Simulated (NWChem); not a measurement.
System: BBr2 cation

NWChem input:

```
start job
memory heap 200 mb stack 900 mb global 1100 mb
charge 1
geometry units angstroms noautosym nocenter noautoz
  Br    -1.772951    -0.023096     0.020274
  B     -0.000003     0.000439    -0.000000
  Br     1.772953     0.023363    -0.020275
end
basis spherical
  * library def2-tzvp
end
dft
  xc hfexch
  iterations 150
end
property
  efieldgrad
end
task dft property
```

Geometry: optimised at B3LYP/6-31G* (spherical d).

Vzz is the largest principal value of the second derivative of the potential at the nucleus (NWChem prints the opposite sign); η is the asymmetry. Non-relativistic.

Atoms are numbered as in the input.

Q: What results follow from this input? (Hartree-Fock/def2-TZVP.) Quantities: Vzz Br3 (a.u.); η Br3; Vzz B2 (a.u.); η B2.

A: Vzz Br3 (a.u.): 4.751
η Br3: 0.00
Vzz B2 (a.u.): -0.447
η B2: 0.00
